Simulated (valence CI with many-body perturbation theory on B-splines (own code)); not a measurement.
**Level structure of Tb⁵⁸⁺**

Calculated by relativistic CI+MBPT: five valence electrons over a frozen Dirac-Fock core [He], a basis of 11 s, 11 p, 10 d, 8 f, 5 g, 2 h functions for each j, with the one-electron correlation potential Σ1, the two-electron term Σ2, the three-electron term Σ3, Breit, model QED; selected CI, second order for the rest, scaled by the run's own slope (own B-spline code, finite nucleus).

The last digits are not significant, and no measured levels were compared; by estimate large intervals hold to a few tenths of a per cent, small ones and those within an open d or f shell to about a per cent. Among the levels kept, up to 7300 cm⁻¹ of a level comes from second order outside the variational space, and about a tenth of that is noise between levels of different J, which matters for small intervals.

Levels 136 to 180 of 200, with energies above the lowest level, (2s^2 2p1/2^2 2p3/2) J=3/2. "Leading %" is the weight of the configuration and term that name the level; weights of strongly mixed levels are sums over their largest components and can fall short. In the jj column 3d3/2^4 stands for four electrons in 3d with j = 3/2.

| No. | Configuration | Term | J | E (Ry) | Leading % | Second component | g | Leading jj |
| --- | --- | --- | --- | --- | --- | --- | --- | --- |
| 136 | 2s2p³3d | ⁶D° | 5/2 | 656.60 | 37 | 29 % 2s2p³3d ⁴F° | 1.271 | 2s 2p1/2 2p3/2^2 3d3/2 (96 %) |
| 137 | 2p⁴3s | ²P | 3/2 | 656.89 | 25 | 15 % 2p⁴3s ²D | 1.306 | 2s 2p1/2 2p3/2^2 3p3/2 (54 %) |
| 138 | 2s2p³3d | ⁴G° | 7/2 | 657.28 | 35 | 24 % 2s2p³3d ⁶D° | 1.216 | 2s 2p1/2 2p3/2^2 3d3/2 (96 %) |
| 139 | 2s2p³3p | ⁴P | 3/2 | 657.35 | 18 | 16 % 2s2p³3p ⁴D | 1.318 | 2s 2p1/2 2p3/2^2 3p3/2 (72 %) |
| 140 | 2p⁴3s | ²S | 1/2 | 658.02 | 26 | 19 % 2s2p³3p ²P | 1.533 | 2s 2p1/2 2p3/2^2 3p3/2 (58 %) |
| 141 | 2s2p³3p | ²P | 1/2 | 658.26 | 69 | 16 % 2s2p³3p ⁴D | 0.804 | 2s 2p1/2 2p3/2^2 3p3/2 (97 %) |
| 142 | 2s2p³3p | ⁴P | 5/2 | 658.70 | 42 | 15 % 2s2p³3p ⁴F | 1.343 | 2s 2p1/2 2p3/2^2 3p3/2 (83 %) |
| 143 | 2s2p³3p | ⁴P | 3/2 | 658.70 | 32 | 21 % 2s2p³3p ²P | 1.329 | 2s 2p1/2 2p3/2^2 3p3/2 (96 %) |
| 144 | 2s2p³3p | ²F | 7/2 | 658.80 | 79 | 14 % 2s2p³3p ⁴F | 1.167 | 2s 2p1/2 2p3/2^2 3p3/2 (99 %) |
| 145 | 2s2p³3p | ²D | 5/2 | 659.25 | 47 | 21 % 2s2p³3p ⁴D | 1.266 | 2s 2p1/2 2p3/2^2 3p3/2 (98 %) |
| 146 | 2s2p³3d | ⁴G° | 9/2 | 659.54 | 58 | 28 % 2s2p³3d ²G° | 1.162 | 2s 2p1/2 2p3/2^2 3d3/2 (90 %) |
| 147 | 2s2p³3p | ²D | 3/2 | 659.73 | 34 | 22 % 2s2p³3p ²P | 1.285 | 2s 2p1/2 2p3/2^2 3p3/2 (98 %) |
| 148 | 2s2p³3p | ²D | 5/2 | 659.94 | 50 | 18 % 2s2p³3p ⁴D | 1.240 | 2s 2p1/2 2p3/2^2 3p3/2 (98 %) |
| 149 | 2s2p³3d | ⁴D° | 5/2 | 660.10 | 33 | 28 % 2s2p³3d ⁴P° | 1.331 | 2s 2p1/2 2p3/2^2 3d3/2 (83 %) |
| 150 | 2s2p³3d | ⁴P° | 3/2 | 660.17 | 30 | 20 % 2s2p³3d ⁴S° | 1.556 | 2s 2p1/2 2p3/2^2 3d3/2 (71 %) |
| 151 | 2s2p³3d | ⁴F° | 7/2 | 660.22 | 39 | 36 % 2s2p³3d ⁴D° | 1.264 | 2s 2p1/2 2p3/2^2 3d3/2 (95 %) |
| 152 | 2s2p³3d | ⁶D° | 9/2 | 660.29 | 45 | 22 % 2s2p³3d ²G° | 1.344 | 2s 2p1/2 2p3/2^2 3d5/2 (91 %) |
| 153 | 2s2p³3d | ⁴D° | 7/2 | 660.62 | 45 | 23 % 2s2p³3d ⁶D° | 1.339 | 2s 2p1/2 2p3/2^2 3d5/2 (96 %) |
| 154 | 2s2p³3p | ²P | 1/2 | 661.12 | 56 | 21 % 2s2p³3p ⁴P | 1.395 | 2s 2p1/2 2p3/2^2 3p3/2 (88 %) |
| 155 | 2s2p³3p | ²D | 3/2 | 661.61 | 47 | 24 % 2s2p³3p ²P | 1.047 | 2s 2p1/2 2p3/2^2 3p3/2 (96 %) |
| 156 | 2p⁴3s | ²S | 1/2 | 661.88 | 28 | 14 % 2s2p³3p ²P | 1.658 | 2s 2p1/2 2p3/2^2 3p3/2 (55 %) |
| 157 | 2s2p³3d | ⁴D° | 1/2 | 662.02 | 66 | 14 % 2s2p³3d ⁴P° | 0.646 | 2s 2p1/2 2p3/2^2 3d5/2 (88 %) |
| 158 | 2p⁴3p | ²D° | 5/2 | 662.12 | 22 | 19 % 2p⁴3p ⁴D° | 1.230 | 2p1/2^2 2p3/2^2 3p1/2 (72 %) |
| 159 | 2p⁴3p | ⁴P° | 3/2 | 662.50 | 18 | 14 % 2s2p³3d ⁴S° | 1.407 | 2p1/2^2 2p3/2^2 3p1/2 (58 %) |
| 160 | 2s2p³3d | ⁴F° | 3/2 | 662.73 | 24 | 16 % 2s2p³3d ⁴P° | 1.068 | 2s 2p1/2 2p3/2^2 3d3/2 (49 %) |
| 161 | 2s2p³3d | ⁴D° | 5/2 | 663.07 | 52 | 10 % 2s2p³3d ²F° | 1.253 | 2s 2p1/2 2p3/2^2 3d5/2 (81 %) |
| 162 | 2s2p³3d | ⁴G° | 11/2 | 663.31 | 100 |  | 1.252 | 2s 2p1/2 2p3/2^2 3d5/2 (100 %) |
| 163 | 2s2p³3d | ⁴F° | 9/2 | 663.55 | 65 | 34 % 2s2p³3d ²G° | 1.236 | 2s 2p1/2 2p3/2^2 3d5/2 (98 %) |
| 164 | 2s2p³3d | ⁴F° | 3/2 | 663.94 | 42 | 20 % 2s2p³3d ⁴D° | 0.856 | 2s 2p1/2 2p3/2^2 3d3/2 (56 %) |
| 165 | 2s2p³3d | ²S° | 1/2 | 664.51 | 44 | 22 % 2s2p³3d ⁴P° | 1.545 | 2s 2p1/2 2p3/2^2 3d5/2 (72 %) |
| 166 | 2s2p³3d | ²F° | 5/2 | 664.72 | 32 | 18 % 2s2p³3d ⁴G° | 0.961 | 2s 2p1/2 2p3/2^2 3d3/2 (90 %) |
| 167 | 2s2p³3d | ⁴D° | 3/2 | 664.77 | 33 | 23 % 2s2p³3d ⁴F° | 0.946 | 2s 2p1/2 2p3/2^2 3d3/2 (88 %) |
| 168 | 2s2p³3d | ⁴D° | 1/2 | 664.80 | 37 | 16 % 2s2p³3d ²P° | 0.572 | 2s 2p1/2 2p3/2^2 3d3/2 (70 %) |
| 169 | 2s2p³3d | ²G° | 7/2 | 664.86 | 59 | 14 % 2s2p³3d ⁴D° | 1.011 | 2s 2p1/2 2p3/2^2 3d3/2 (68 %) |
| 170 | 2s2p³3d | ²D° | 5/2 | 665.52 | 26 | 23 % 2s2p³3d ²F° | 1.091 | 2s 2p1/2 2p3/2^2 3d3/2 (73 %) |
| 171 | 2p⁴3p | ²P° | 1/2 | 665.57 | 28 | 19 % 2s2p³3d ²P° | 0.711 | 2p1/2^2 2p3/2^2 3p1/2 (44 %) |
| 172 | 2s2p³3d | ²P° | 3/2 | 665.64 | 29 | 23 % 2s2p³3d ²D° | 1.273 | 2s 2p1/2 2p3/2^2 3d5/2 (72 %) |
| 173 | 2s2p³3d | ²F° | 7/2 | 666.00 | 57 | 20 % 2s2p³3d ²G° | 1.106 | 2s 2p1/2 2p3/2^2 3d5/2 (64 %) |
| 174 | 2s2p³3d | ²F° | 5/2 | 666.63 | 34 | 18 % 2s2p³3d ²D° | 1.082 | 2s 2p1/2 2p3/2^2 3d5/2 (52 %) |
| 175 | 2s2p³3d | ²D° | 5/2 | 666.82 | 45 | 25 % 2s2p³3d ²F° | 1.087 | 2s 2p1/2 2p3/2^2 3d3/2 (74 %) |
| 176 | 2s2p³3d | ²P° | 3/2 | 666.86 | 47 | 22 % 2s2p³3d ²D° | 1.186 | 2s 2p1/2 2p3/2^2 3d3/2 (76 %) |
| 177 | 2s2p³3d | ²D° | 3/2 | 667.11 | 37 | 11 % 2s2p³3d ²P° | 1.074 | 2s 2p1/2 2p3/2^2 3d3/2 (95 %) |
| 178 | 2s2p³3d | ²P° | 1/2 | 667.52 | 55 | 28 % 2s2p³3d ²S° | 1.029 | 2s 2p1/2 2p3/2^2 3d3/2 (75 %) |
| 179 | 2s2p³3d | ⁴D° | 1/2 | 668.00 | 28 | 19 % 2s2p³3d ²P° | 0.692 | 2s 2p1/2 2p3/2^2 3d3/2 (76 %) |
| 180 | 2s2p³3d | ⁴P° | 5/2 | 668.18 | 32 | 25 % 2s2p³3d ⁴D° | 1.296 | 2s 2p1/2 2p3/2^2 3d5/2 (93 %) |
